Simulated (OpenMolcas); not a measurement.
# Rh3+ in MgO

Rh3+ with its 6 nearest oxide ions at 2.066 Å, on the Mg site of MgO (a = 4.2112 Å, distance in the model lattice 2.106 Å). The rest of the host is ab initio model potentials to 7.6 Å, with orthogonalisation functions on the cations behind the ligands, and point charges beyond; the distance is set by hand and nothing relaxes, and no local charge compensation is placed. Ligand basis ANO-RCC-VDZP.

```json
{
  "Program": "OpenMolcas",
  "Method": "SS-CASPT2, IPEA 0.25 Eh, imaginary shift 0.1 Eh (closed shells correlated: 4s 4p and the ligand valence shells)",
  "Basis": "ANO-RCC-VTZP [7s6p4d2f1g]",
  "Scalar Hamiltonian": "DKH2, point nucleus",
  "Active space": "6 electrons in 5 orbitals (4d)",
  "State averaging": "2S+1 = 5 even, 5 roots; 2S+1 = 3 even, 45 roots; 2S+1 = 1 even, 50 roots",
  "Spin-orbit coupling": "RASSI with atomic mean-field integrals over the reference wave functions"
}
```

The lowest spin-free states (labels of O, the rotations of Oh), above the lowest:

| State | Degeneracy | E (cm-1) |
| --- | --- | --- |
| 1A1 | 1 | 0 |
| 2S+1 = 3 | 3 | 20810 |
| 2S+1 = 1 | 3 | 22240 |
| 2S+1 = 3 | 3 | 24190 |
| 2S+1 = 1 | 3 | 30050 |
| 5T2 | 3 | 36430 |
| 2S+1 = 3 | 3 | 44920 |
| 2S+1 = 3 | 3 | 45130 |
| 3E | 2 | 46830 |
| 2S+1 = 1 | 3 | 47330 |
| 2S+1 = 3 | 3 | 47380 |
| 2S+1 = 3 | 3 | 48220 |
| 1E | 2 | 48380 |
| 2S+1 = 1 | 1 | 48450 |
| 2S+1 = 1 | 1 | 51040 |
| 2S+1 = 1 | 3 | 52020 |
| 2S+1 = 1 | 3 | 52570 |
| 2S+1 = 3 | 1 | 56300 |
| 1E | 2 | 57960 |
| 2S+1 = 3 | 3 | 59370 |

The lowest levels with spin-orbit coupling:

```tsv
E (cm-1)	Degeneracy	2S+1
0	1	1
20260	2	3
20400	3	3
20900	3	3 (81 %)
21770	1	3
22300	3	1 (63 %)
24170	2	3
24420	3	3 (82 %)
24840	3	3
25220	1	3
30230	3	1
35700	3	5
36440	3	5
36450	2	5
37330	3	5
37350	3	5
37360	1	5
44370	2	3
44620	3	3
44890	3	3
```

Powder χT (cm3 K/mol): 0 at 2 K, 0 at 10 K, 0.00367 at 50 K, 0.00734 at 100 K, 0.0147 at 200 K, 0.022 at 300 K. The effective moment at 300 K is 2.828 √(χT) = 0.42 μB.

The lowest level has 2S+1 = 1, for which the spin-only value is χT = S(S+1) / 2 = 0.000 cm3 K/mol (g = 2). The computed 0.022 at 300 K differs by +0.022, through orbital momentum, spin-orbit coupling and any other state in reach.

Roots that are degenerate in the reference are averaged as groups; the widest CASPT2 spread within a group is 670 cm-1 (the 3-fold group of multiplicity 1 near 22200 cm-1 above the lowest state of its run). Shifts and gaps below about the spread of the groups concerned are not significant. Over all roots computed the reference weight is 0.65 to 0.68; a low but even weight reflects the number of correlated electrons. The least metal-like active orbital is 72 % on the metal (Löwdin) and no ligand orbital is active, so the numbers are rough. Ligand-to-metal charge-transfer states are missing. With no ligand orbital active B as a rule stays too high, so bands that hang on it stand too high and its fall with covalency is understated. With one d shell and no ligand orbital active, 10Dq can be off by a tenth or more. No measured value stands beside these numbers; the geometry was set by hand and not optimised.

A state without a sure symmetry label is named by its multiplicity alone.
